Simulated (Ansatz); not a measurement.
Isolated molecules relaxed with PBE0-D4/def2-TZVP in Ansatz; ΔE leaves out vibrations. CCSD(T)/CBS adds triple-zeta CCSD(T) − MP2 to the extrapolated MP2 energy (def2 sets, frozen cores). DFT in def2-TZVPP. B3LYP here is the variant with VWN-RPA as its local correlation; programs differ in this. Elements past krypton have def2 core potentials. For Sn outer-core shells are correlated without core-valence functions, which leaves a few kJ/mol of doubt a bond. One conformer a species, not always the lowest.

Consider the formal exchange of groups at the Si–O bond: `C[S][Sn][O][SiH3]` + `C[SiH](O)S` → `C[Si](O)([SiH3])S` + `C[S][Sn][OH]`.

```tsv
level	ΔE (kJ/mol)
PBE0	96.8
B3LYP	114.5
```

Problem. What does CCSD(T)/CBS give? (An estimate is asked.)

Solution. The calculation gave: +113.1 kJ/mol. The listed levels differ from it by -16.3, 1.4 kJ/mol.

Largest T1 diagnostic among the species: 0.016.

The D4 term adds −3.8 kJ/mol with B3LYP and −2.1 kJ/mol with PBE0; it sums over pairs of atoms, weighted by their polarisabilities, and B3LYP, whose exchange is more repulsive, gets the larger term. In def2-TZVPP, CCSD(T) changes the Hartree–Fock value by −28.1 kJ/mol (the triples alone add −3.8 kJ/mol) and MP2 by −21.3 kJ/mol. From PBE to PBE0 (25 % exact exchange), in def2-TZVPP and without D4, ΔE moves by +9.8 kJ/mol.
